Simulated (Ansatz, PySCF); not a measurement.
Reaction (SMILES): Clc1ccoc1 [3-chlorofuran] → Cl atom + [c]1ccoc1 (the C-Cl bond at the site shown breaks; other sites are not compared here)
Structures are relaxed separately at B3LYP-D3(BJ)/def2-TZVP in Ansatz (an electronic-structure program). Frequencies are from Ansatz or PySCF. Unstable Hartree-Fock reference: Clc1ccoc1. Markedly spin-contaminated UHF reference, which strains HF, MP2 and, less, CCSD(T): [c]1ccoc1.

Wanted: bond dissociation energy (enthalpy at 298 K, with B3LYP-D3(BJ) rigid-rotor harmonic-oscillator terms), in kcal/mol. Valence correlation only, unless marked. UHF or UKS for open shells. No spin-orbit coupling. Non-relativistic. 

| level | program | bond dissociation energy (kcal/mol) |
|---|---|---|
| HF/cc-pV(T+d)Z | Ansatz | 63.6 |
| PBE/def2-TZVPD | Ansatz | 102.6 |
| B3LYP/def2-TZVPD | Ansatz | 95.8 |
| PBE0-D4/def2-TZVPD | Ansatz + dftd4 | 102.0 |
| PBE0/def2-QZVPP | Ansatz | 100.3 |
| BHLYP-D4/def2-TZVPD | Ansatz + dftd4 | 94.7 |
| HSE06-D3(BJ)/def2-TZVPD | Ansatz + dftd3 | 101.9 |
| HSE06-D4/def2-TZVPD | Ansatz + dftd4 | 102.1 |
| B2GP-PLYP-D3(BJ)/def2-TZVPD | Ansatz + dftd3 | 100.9 |
| PBE-QIDH/def2-TZVPD | Ansatz | 102.8 |
| RI-MP2/cc-pV(T+d)Z | Ansatz | 117.9 |
| SCS-MP2/STO-3G | Ansatz | 110.3 |
| SCS-MP2/6-31G | Ansatz | 90.6 |
| CCSD/6-31G* | Ansatz | 92.6 |
